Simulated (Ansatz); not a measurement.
Program: Ansatz. Geometries: PBE0-D4/def2-TZVP. ΔE: electronic, gas phase. CCSD(T)/CBS is the MP2 limit (def2-TZVPP, def2-QZVPP) plus CCSD(T) − MP2 in def2-TZVPP, frozen cores. This one scheme is used for every species. Functionals use def2-TZVPP. B3LYP here is the variant with VWN-RPA as its local correlation; programs differ in this. HSE06 is defined as in plane-wave codes. One conformer a species, not always the lowest.

Consider the ligand exchange at the Si–S bond: `CS[SiH2]S` + H₂S → `S[SiH2]S` + CH₃SH.

```json
{"level": "LDA (SPW92)", "ΔE (kJ/mol)": "10.5", "difference from CCSD(T)/CBS": "2.0"}
{"level": "BLYP-D4", "ΔE (kJ/mol)": "10.4", "difference from CCSD(T)/CBS": "1.9"}
{"level": "r2SCAN-D4", "ΔE (kJ/mol)": "8.6", "difference from CCSD(T)/CBS": "0.1"}
{"level": "B97M-V", "ΔE (kJ/mol)": "8.0", "difference from CCSD(T)/CBS": "-0.5"}
{"level": "PBE0-D4", "ΔE (kJ/mol)": "8.6", "difference from CCSD(T)/CBS": "0.1"}
{"level": "B3LYP-D4", "ΔE (kJ/mol)": "9.2", "difference from CCSD(T)/CBS": "0.7"}
{"level": "r2SCANh-D4", "ΔE (kJ/mol)": "8.3", "difference from CCSD(T)/CBS": "-0.2"}
{"level": "r2SCAN0-D4", "ΔE (kJ/mol)": "7.9", "difference from CCSD(T)/CBS": "-0.6"}
{"level": "HSE06-D4", "ΔE (kJ/mol)": "8.5", "difference from CCSD(T)/CBS": "0.0"}
{"level": "BHLYP-D4", "ΔE (kJ/mol)": "8.0", "difference from CCSD(T)/CBS": "-0.5"}
{"level": "CAM-B3LYP-D4", "ΔE (kJ/mol)": "7.8", "difference from CCSD(T)/CBS": "-0.7"}
{"level": "ωB97X-V", "ΔE (kJ/mol)": "7.2", "difference from CCSD(T)/CBS": "-1.3"}
{"level": "ωB97M-V", "ΔE (kJ/mol)": "7.9", "difference from CCSD(T)/CBS": "-0.6"}
{"level": "B2PLYP", "ΔE (kJ/mol)": "5.9", "difference from CCSD(T)/CBS": "-2.6"}
{"level": "PBE-QIDH", "ΔE (kJ/mol)": "7.0", "difference from CCSD(T)/CBS": "-1.5"}
{"level": "PBE", "ΔE (kJ/mol)": "6.1", "difference from CCSD(T)/CBS": "-2.4"}
{"level": "revPBE", "ΔE (kJ/mol)": "3.9", "difference from CCSD(T)/CBS": "-4.6"}
{"level": "BLYP", "ΔE (kJ/mol)": "3.6", "difference from CCSD(T)/CBS": "-4.9"}
{"level": "r2SCAN", "ΔE (kJ/mol)": "7.4", "difference from CCSD(T)/CBS": "-1.1"}
{"level": "PBE0", "ΔE (kJ/mol)": "5.3", "difference from CCSD(T)/CBS": "-3.2"}
{"level": "B3LYP", "ΔE (kJ/mol)": "3.6", "difference from CCSD(T)/CBS": "-4.9"}
{"level": "r2SCAN0", "ΔE (kJ/mol)": "6.5", "difference from CCSD(T)/CBS": "-2.0"}
{"level": "HSE06", "ΔE (kJ/mol)": "5.4", "difference from CCSD(T)/CBS": "-3.1"}
{"level": "BHLYP", "ΔE (kJ/mol)": "3.3", "difference from CCSD(T)/CBS": "-5.2"}
{"level": "CAM-B3LYP", "ΔE (kJ/mol)": "4.3", "difference from CCSD(T)/CBS": "-4.2"}
{"level": "LC-ωPBE", "ΔE (kJ/mol)": "4.6", "difference from CCSD(T)/CBS": "-3.9"}
{"level": "RPA@PBE/def2-TZVPP", "ΔE (kJ/mol)": "7.0", "difference from CCSD(T)/CBS": "-1.5"}
{"level": "HF/def2-SVP", "ΔE (kJ/mol)": "4.4", "difference from CCSD(T)/CBS": "-4.1"}
{"level": "MP2/def2-SVP", "ΔE (kJ/mol)": "12.1", "difference from CCSD(T)/CBS": "3.6"}
{"level": "CCSD(T)/def2-SVP", "ΔE (kJ/mol)": "11.1", "difference from CCSD(T)/CBS": "2.6"}
{"level": "MP2/def2-TZVPP", "ΔE (kJ/mol)": "9.5", "difference from CCSD(T)/CBS": "1.0"}
{"level": "SCS-MP2/def2-TZVPP", "ΔE (kJ/mol)": "7.4", "difference from CCSD(T)/CBS": "-1.1"}
{"level": "CCSD/def2-TZVPP", "ΔE (kJ/mol)": "6.5", "difference from CCSD(T)/CBS": "-2.0"}
{"level": "CCSD(T)/def2-TZVPP", "ΔE (kJ/mol)": "8.1", "difference from CCSD(T)/CBS": "-0.4"}
{"level": "HF/def2-QZVPP", "ΔE (kJ/mol)": "0.2", "difference from CCSD(T)/CBS": "-8.3"}
{"level": "MP2/def2-QZVPP", "ΔE (kJ/mol)": "9.6", "difference from CCSD(T)/CBS": "1.1"}
{"level": "SCS-MP2/def2-QZVPP", "ΔE (kJ/mol)": "7.4", "difference from CCSD(T)/CBS": "-1.1"}
{"level": "HF/CBS(def2)", "ΔE (kJ/mol)": "0.2", "difference from CCSD(T)/CBS": "-8.3"}
{"level": "MP2/CBS(def2)", "ΔE (kJ/mol)": "9.9", "difference from CCSD(T)/CBS": "1.4"}
{"level": "CCSD/CBS(def2)", "ΔE (kJ/mol)": "6.8", "difference from CCSD(T)/CBS": "-1.7"}
{"level": "CCSD(T)/CBS", "ΔE (kJ/mol)": "8.5", "difference from CCSD(T)/CBS": "0"}
```

Largest T1 diagnostic among the species: 0.011.

The D4 term adds +5.6 kJ/mol with B3LYP and +3.3 kJ/mol with PBE0; it sums over pairs of atoms, weighted by their polarisabilities, and B3LYP, whose exchange is more repulsive, gets the larger term. Leaving LDA and LC-ωPBE aside and taking each functional with its dispersion term where it has one, the values, not all of them listed here, spread over 4.8 kJ/mol, from B2PLYP to revPBE-D4. LDA lies +4.3 kJ/mol from PBE without D4. In def2-TZVPP, CCSD(T) changes the Hartree–Fock value by +7.6 kJ/mol (the triples alone add +1.7 kJ/mol) and MP2 by +9.0 kJ/mol.
